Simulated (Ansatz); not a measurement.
# Two structures, one formula

The two ends of one reaction step of SiNH5BrCl, closed shell (PBE0-D4/def2-TZVP).

A:

Si1  (-1.013, 0.620, -0.151)
Br2  (2.616, -1.344, -1.183)
H3  (-1.655, -0.267, -1.143)
H4  (-2.022, 1.291, 0.703)
Cl5  (0.033, 2.105, -1.083)
H6  (1.508, -0.843, -0.362)
N7  (0.122, -0.355, 0.726)
H8  (-0.194, -1.280, 0.988)
H9  (0.604, 0.073, 1.505)
(Å)

B:

```xyz
9
angstrom
Si -0.3166 0.6909 -0.7169
Br 1.8653 0.5028 -1.1983
H -1.1295 -0.4716 -1.1149
H -0.6048 1.4546 0.5097
Cl -0.9396 2.0801 -2.1628
H 0.5830 -1.7319 0.5660
N 0.2120 -0.8841 0.9798
H -0.5948 -1.1319 1.5425
H 0.9250 -0.5088 1.5949
```

Program: Ansatz 0.2.0. Basis: def2-TZVPP. Cores are frozen in the correlated methods. Filled d shells of the heavier atoms are correlated. The def2 sets are not built for correlating such inner shells, so the correlated values are less sure here. B3LYP uses VWN-RPA correlation.

**Question.** Which structure is lower at CCSD(T), and by how much? (To be estimated.)

**Answer.** The calculation gives: B, by 8.74 kcal/mol (electronic energy, against the other). By their contacts, A is a complex of SiNH₄Cl ([NH2][SiH2][Cl]) + HBr and B is a complex of SiH₂BrCl ([Cl][SiH2][Br]) + NH₃.

All methods give the same order:

```tsv
method	E(B) − E(A) (kcal/mol)
SPW92	-9.34
PBE-D4	-9.58
BLYP-D4	-6.89
r2SCAN-D4	-9.09
B97M-V	-8.98
PBE0-D4	-10.17
B3LYP-D4	-7.58
r2SCAN0-D4	-9.81
BHLYP-D4	-8.61
CAM-B3LYP-D4	-7.08
wB97X-V	-9.72
wB97M-V	-10.68
B2PLYP	-7.77
PBE-QIDH	-10.32
RPA on PBE	-8.27
HF	-7.24
MP2	-9.39
CCSD	-8.53
CCSD(T)	-8.74
```

No T1 diagnostic of these runs exceeds 0.008.

Labels in which every atom is bracketed show which atoms are joined, not bond orders.

For scale, one of the runs: CCSD(T)/def2-TZVPP, 233 basis functions, launched by `ansatz run in.yaml --threads 8 --pin off --events-out ev --progress --plain --max-ram 19148MiB`. The run took 18 s on 8 CPU threads of an Intel Xeon 6975P-C (shared host), with 4.4 GiB of host memory at its peak.
